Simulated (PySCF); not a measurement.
Species: C₃H₈BrGeN.
Atom-mapped SMILES: `[NH2:1][Ge:2]1([Br:3])[CH2:4][CH2:5][CH2:6]1` (hydrogens: H7, H8 on N1; H9, H10 on C4; H11, H12 on C5; H13, H14 on C6)

Cartesian coordinates in Å at the PBE0-D3(BJ)/def2-SVP level; atoms count from 1:
```
atom  x, y, z in Å
N1     2.3458   -0.2653   -0.3007
Ge2    0.7836    0.1390    0.5512
Br3    1.4522    0.8012    2.6681
C4    -0.8447   -0.9829    0.4989
C5    -1.3890   -0.0171   -0.5848
C6    -0.5137    1.2533   -0.4167
H7     2.2423   -0.6819   -1.2226
H8     2.9981   -0.8168    0.2505
H9    -0.7882   -2.0460    0.2262
H10   -1.3837   -0.8919    1.4545
H11   -2.4702    0.1789   -0.4944
H12   -1.2300   -0.4502   -1.5856
H13   -0.2129    1.7706   -1.3384
H14   -0.9647    1.9879    0.2678
```

Method used: TDDFT wB97X-D/def2-SVPD, vertical, gas phase, core orbitals frozen in the response (PySCF 2.14.0, density-fitted response routines). Relativistic effects, spin–orbit coupling among them, are left out although an element past zinc is present.

Kohn–Sham orbitals with the atoms that hold most of them (Löwdin shares over 4%, at most four atoms; ? is withheld):

| orbital | ε (eV) | atoms |
| --- | --- | --- |
| LUMO+2 | 2.55 | Br3 30%, C6 11%, C5 10%, H11 8% |
| LUMO+1 | 1.79 | Ge2 27%, Br3 14%, H7 8%, N1 8% |
| LUMO | 1.46 | Br3 40%, Ge2 29%, N1 7%, C4 6% |
| HOMO | ? | ? |
| HOMO-1 | -9.77 | ? |
| HOMO-2 | -9.97 | Br3 70%, N1 16%, Ge2 6% |
| HOMO-3 | -10.54 | Br3 50%, Ge2 13%, C6 11%, C5 10% |

(1) Give the leading atoms of the HOMO.

(2) Which atoms hold the HOMO-1, and with what shares?

(3) What is the HOMO energy, and the HOMO–LUMO gap?

## Answers

(1) N1 (bonded to Ge and 2 H) 30%; C4 (bonded to C, Ge and 2 H) 23%; Ge2 (bonded to Br, 2 C and N) 14%; C6 (bonded to C, Ge and 2 H) 10%. By element: carbon 32% or more, nitrogen 30%, germanium 14%.

(2) Br3 (bonded to Ge) 50%; C6 (bonded to C, Ge and 2 H) 14%; N1 (bonded to Ge and 2 H) 11%; Ge2 (bonded to Br, 2 C and N) 10%.

(3) ε(HOMO) = -9.12 eV; the gap is 10.59 eV (0.3890 hartree).

Task: The HOMO–LUMO gap is 10.59 eV. Where does the response calculation put the lowest singlet, and from which orbitals?

Result: S1 is at 6.26 eV (f = 0.027), 4.33 eV below the gap, made of HOMO→LUMO (60%), HOMO→LUMO+1 (26%). Without the coupling terms of the response equations the lowest excitation would equal the gap.

Next come S2 at 6.48 eV (f 0.053), HOMO→LUMO+1 (51%), HOMO→LUMO (23%); S3 at 6.67 eV (f 0.045), HOMO-1→LUMO (64%), HOMO-1→LUMO+1 (14%), HOMO-3→LUMO (10%); S4 at 6.75 eV (f 0.015), HOMO-2→LUMO (68%), HOMO-2→LUMO+1 (16%); S5 at 7.50 eV (f 0.027), HOMO-1→LUMO+1 (39%), HOMO-2→LUMO+1 (12%), HOMO→LUMO+2 (9%).

One conformer stands for the species.
